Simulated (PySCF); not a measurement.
# F⁺: excitation energy

F⁺ [He] 2s2 2p4 (3P) → F⁺ [He] 2s1 2p5 (3P), as a difference of total energies. Computed with PySCF 2.14 in aug-cc-pCVTZ-DK with one added diffuse shell each of s, p, d, f type (8s7p5d3f, 75 functions), with the spin-free X2C one-electron Hamiltonian (Gaussian nucleus). Correlated levels: valence: 1s2 frozen. The calculations carry no spin-orbit coupling.

| method | excitation energy (eV) |
| --- | --- |
| UHF | 21.836 |
| MP2 (valence) | 20.886 |
| SCS-MP2 (valence) | 20.799 |
| CCSD (valence) | 20.630 |
| CCSD(T) (valence) | 20.542 |

**Question.** How much does correlation contribute at CCSD(T) (valence)?

**Answer.** 20.542 − (21.836) = -1.294 eV, measured against UHF.

Errors of the correlated levels include the incompleteness of this basis and the frozen core.

For comparison: 20.431 eV (measured; NIST levels, between the centres of gravity of the two terms).
